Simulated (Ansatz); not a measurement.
A run for Ansatz (a first-principles code): R-PBE0/def2-TZVPPD on CH5BrO (a complex). Files ending in .json are basis or fitting sets from the Basis Set Exchange.

Ansatz 0.2 input:
```yaml
crystal:
  periodic: [false, false, false]
  atoms:
    - {symbol: C, position_ang: [0.56061858, -0.27753152, -0.17024474]}
    - {symbol: O, position_ang: [-0.53156918, -0.25314928, 0.75536856]}
    - {symbol: H, position_ang: [0.20021335, -0.23209696, -1.20030305]}
    - {symbol: H, position_ang: [1.07562891, -1.22291512, -0.01576277]}
    - {symbol: H, position_ang: [1.26091662, 0.54109299, 0.01286204]}
    - {symbol: H, position_ang: [-1.01019897, 0.57794457, 0.66183339]}
    - {symbol: Br, position_ang: [0.82409562, -0.40790875, 3.68244345]}
    - {symbol: H, position_ang: [0.13174349, -0.37410516, 2.39901666]}
basis:
  gaussian:
    orbitals: def2-TZVPPD.json
hamiltonian:
  xc: {name: PBE0}
scf: {lower_state_search: off}
```

Output:

```
WARN ansatz: RAYON_NUM_THREADS=2 ignored (pool sized by the plan → 2); use --threads N
Functional definition: PBE0
these checks for a lower state are left out or cut short: stability, starts, cluster_reference, orbital_swaps, neighbouring_geometries, increment
integrals: 0.13 GiB planned
1125 factors; their error is unknown
mean field: 1.25 GiB planned
mean field evaluation 1: about -73197.2847 eV, gradient 4.6e1 eV
mean field evaluation 2: about -73193.8702 eV, gradient 6.3e1 eV
mean field evaluation 4: about -73201.3004 eV, gradient 2.5e0 eV
mean field evaluation 8: about -73201.3132 eV, gradient 2.9e-2 eV
mean field evaluation 16: about -73201.6260 eV, gradient 3.1e-5 eV
mean field -73201.62601450 eV, -2690.1101381887 hartree, gradient 5.5e-6 eV, S^2 0.000000; 0 other end points of the search recorded, 0 dependent functions left out
reference -73201.62605726 eV, -2690.1101397602 hartree; 27, 27 occupied and 192, 192 virtual orbitals, 1125 factors
Total energy: -73201.62605726 eV, -2690.1101397602 hartree
Checks for a lower state left out: stability, starts, cluster_reference, orbital_swaps, neighbouring_geometries, increment
```

The calculation finished and met its thresholds.

Cost: roughly 2.1 core-seconds.
